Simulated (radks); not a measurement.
Ne2+, 8 electrons, occupied as [He] 2s2 2p4 (the NIST ground configuration).

Calculated with a radial shooting solver on a logarithmic mesh with Libxc functionals: Dirac Kohn-Sham, exchange-only PBE, spin-unpolarised, spherical densities, finite nucleus; open shells fill j = l - 1/2 first; Fermi nuclear charge, rms radius 3.0055 fm.

Energy parts (eV):
total: -3437.718
kinetic: 3445.985
electron-nucleus: -7979.899
Hartree: 1391.470
exchange: -295.275

Orbitals (lengths in bohr, moments of r in powers of bohr; r(90%) holds 90 % of the orbital's charge):
orbital  occ.  eigenvalue (eV)  r(90%)
1s1/2       2        -880.7537   0.282
2s1/2       2         -76.8293    1.31
2p1/2       2         -53.7451    1.38
2p3/2       2         -53.6093    1.38

The highest occupied level is 2p3/2 at -53.609 eV. Summed over all electrons, <r^2> = 5.084 bohr^2, which gives a Langevin (diamagnetic) susceptibility term of -4.03 x 10^-6 cm^3/mol. The electron density at the nucleus is 653.6 e/bohr^3. For comparison, the ionisation energy in NIST's Atomic Spectra Database is 63.423 eV (measured). In exact Kohn-Sham theory the highest level is minus the ionisation energy, but local and semilocal functionals leave it too shallow, through self-interaction and a potential that decays too fast; potentials with the right tail come closer. The density falls to 0.001 e/bohr^3 at r = 2.39 bohr.

Beside tabulated values, note that spin-unpolarised runs miss the spin-polarisation part of the exchange energy of open shells.
